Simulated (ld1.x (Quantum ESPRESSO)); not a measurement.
# Which change was made? (Ti, TM)

titanium (Ti), norm-conserving Troullier–Martins (Kleinman–Bylander form), made with ld1.x (Quantum ESPRESSO) 7.5 (PBE, scalar-relativistic). Core [Ne] 3s2, reference 3p6 3d2 4s2 4p0. Waves: 4s (bound): rc 3.00 bohr; 3p (bound): rc 1.30 bohr; 3d (bound): rc 2.35 bohr. Local part: the d channel. Core correction: Bessel-smoothed model core inside 0.95 bohr.

Cutoffs, loose and tight: the cutoffs (Ry, on a coarse ladder) from which the occupation-weighted sum of valence levels, in a spherical-Bessel basis at the reference potential, stays within 10 and 1 mRy of its value at 400 Ry. They do not see the model core or the augmentation charge, which bear on the density cutoff. Test errors are all-electron minus pseudo excitation energies from the reference, over the configurations 3p6 3d2 4s1 4p0; 3p6 3d2 4s0 4p0; 3p6 3d1 4s0 4p0; 3p6 3d1 4s2 4p0; 3p6 3d2 4s0 4p2; 3p5 3d2 4s2 4p0; 3p6 3d2.5 4s1.5 4p0; variants that change the core or the reference have their own tests.

The base gives: outcome: generated; cutoff, loose: 45 Ry; cutoff, tight: 80 Ry; bound ghosts: s; largest test error (meV): -518.

Problem. After one change the result is: outcome: generated; cutoff, loose: 40 Ry; cutoff, tight: 70 Ry; bound ghosts: s; largest test error (meV): -1935. Which change was it?
A. all radii but the core radius scaled by about 0.91 (s 2.74, p 1.18, d 2.14 bohr)
B. all radii but the core radius scaled by about 1.09 (s 3.28, p 1.42, d 2.56 bohr)
C. all radii but the core radius scaled by about 1.39 (s 4.18, p 1.80, d 3.26 bohr)
D. all radii but the core radius scaled by about 1.24 (s 3.72, p 1.62, d 2.92 bohr)

Solution. C. The others give: all radii but the core radius scaled by about 0.91 (s 2.74, p 1.18, d 2.14 bohr) → outcome: generated; cutoff, loose: 70 Ry; cutoff, tight: 100 Ry; bound ghosts: s; largest test error (meV): -354 | all radii but the core radius scaled by about 1.24 (s 3.72, p 1.62, d 2.92 bohr) → outcome: generated; cutoff, loose: 40 Ry; cutoff, tight: 70 Ry; bound ghosts: s; largest test error (meV): -1209 | all radii but the core radius scaled by about 1.09 (s 3.28, p 1.42, d 2.56 bohr) → outcome: generated; cutoff, loose: 40 Ry; cutoff, tight: 80 Ry; bound ghosts: s; largest test error (meV): -682.
